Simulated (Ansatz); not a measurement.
One change: `[F][InH][F]` becomes `[F][InH][Cl]`.

Ansatz, PBE0-D4/def2-TZVP geometries, multiplicity 1. 

Elements past krypton have def2 core potentials.

| property | `[F][InH][F]` |
| --- | --- |
| HOMO–LUMO gap (PBE0/def2-TZVPP) / eV | 8.10 |
| LUMO energy (B3LYP/def2-TZVPP) / eV | -2.25 |
| LUMO energy (ωB97M-V/def2-TZVPP) / eV | -0.27 |
| zero-point energy (PBE0-D4/def2-TZVP) / kJ/mol | 24.6 |
| HOMO energy (PBE/def2-TZVPP) / eV | -8.23 |
| LUMO energy (PBE0/def2-TZVPP) / eV | -1.86 |

(1) Give the same properties after the change, and the shifts. (Estimate.)

Answers

(1) Computed: 
```
                                      property  `[F][InH][Cl]`  shift
          HOMO–LUMO gap (PBE0/def2-TZVPP) / eV            7.24  -0.86
           LUMO energy (B3LYP/def2-TZVPP) / eV           -2.16   0.09
         LUMO energy (ωB97M-V/def2-TZVPP) / eV           -0.31  -0.04
zero-point energy (PBE0-D4/def2-TZVP) / kJ/mol            23.0   -1.6
             HOMO energy (PBE/def2-TZVPP) / eV           -7.66   0.57
            LUMO energy (PBE0/def2-TZVPP) / eV           -1.84   0.02
```

B3LYP here is the variant with VWN-RPA as its local correlation; programs differ in this.
